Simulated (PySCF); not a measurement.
These are TPSSh-D3(BJ)/def2-TZVP // r2SCAN-D4/def2-SVP (PySCF 2.14.0) values and carry that method's errors. Gas-phase values, no solvent. One relaxed conformer stands for a flexible species; it need not be the lowest. 

Reference species: [Cd(OH)2] (neutral, multiplicity 1).

```
Quantity                                 Result
-------------------------------------  --------
HOMO                                   -7.14 eV
coordination number                           2
charge on the central atom (Mulliken)    0.85 e
```

Changed species: [Cd(NH2)2] (2 of 2 OH replaced by NH2; the reference has 0 of 2 OH replaced by NH2).

**Question.** Give the shifts of the HOMO, coordination number and charge on the central atom (Mulliken).

**Answer.** the HOMO rises by 1.23 eV, to -5.91 eV; the coordination number stays essentially unchanged; the charge on the central atom (Mulliken) falls by 0.10 e, to 0.75 e.
